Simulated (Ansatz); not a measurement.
Energy profile

The step: Si₂H₆O ([SiH3][O][SiH3]) + GeH₃ → Si₂H₅O ([SiH2][O][SiH3]) + GeH₄; bonds formed: H1–Ge5; bonds broken: H1–Si2 (atoms numbered as in the saddle structure below).

H1  (-0.156, -0.079, -1.373)
Si2  (0.764, -1.580, -0.720)
O3  (0.966, -1.046, 0.814)
Si4  (0.449, -0.087, 2.032)
Ge5  (-1.033, 1.396, -1.470)
H6  (-0.117, -2.783, -0.714)
H7  (2.107, -1.921, -1.270)
H8  (1.269, -0.380, 3.232)
H9  (-0.983, -0.350, 2.327)
H10  (0.610, 1.343, 1.655)
H11  (-1.860, 1.387, -2.769)
H12  (-0.043, 2.574, -1.486)
H13  (-1.974, 1.525, -0.258)
(Å)

Electronic energies by CCSD(T) at an estimated basis limit (MP2 extrapolated from triple and quadruple zeta, plus CCSD(T) − MP2 in triple zeta), on PBE0-D4/def2-TZVP structures; GeSi2H9O, doublet; no counterpoise correction; spin–orbit coupling, which lowers free halogen atoms and radicals such as OH and SH, is left out. Computed with Ansatz 0.2.0 (basis: def2-TZVPP and def2-QZVPP); correlated methods freeze the cores; orbitals are unrestricted. Filled d shells of the heavier atoms are correlated. The def2 sets are not built for correlating such inner shells, so the correlated values are less sure here. Extrapolation: Hartree–Fock as exp(−7.88 √X), correlation as X^−2.97.

Task: Give the profile in kcal/mol, counted from the separated reactants. (An estimate is asked for; the value comes from the calculation.)

Result: By the calculation:
| point | kcal/mol |
| --- | --- |
| separated: Si2H6O (linked as [SiH3][O][SiH3]; H1, Si2, O3, Si4, H6, H7, H8, H9, H10; singlet) + GeH3 (Ge5, H11, H12, H13; doublet) | 0.00 |
| start structure | -2.04 |
| saddle | 12.85 |
| end structure | 5.67 |
| separated: GeH4 (H1, Ge5, H11, H12, H13; singlet) + Si2H5O (linked as [SiH2][O][SiH3]; Si2, O3, Si4, H6, H7, H8, H9, H10; doublet) | 7.30 |

The T1 diagnostic stays at or below 0.014. ⟨S²⟩ of the unrestricted Hartree–Fock references: 0.75 to 0.78 (a pure state has 0.75).

Radical steps of this kind take place in plasma deposition and etching.

For scale, one of the runs: CCSD(T)/def2-TZVPP, 289 basis functions, launched by `ansatz run in.yaml --threads 4 --pin off --events-out ev --progress --plain --max-ram 66560MiB --backend cuda --devices 0, --max-vram 37GiB`. The run took 21 s on 4 CPU threads of an AMD EPYC 7R13 and a share of one NVIDIA H100 (shared host), with 0.88 GiB of host memory at its peak.
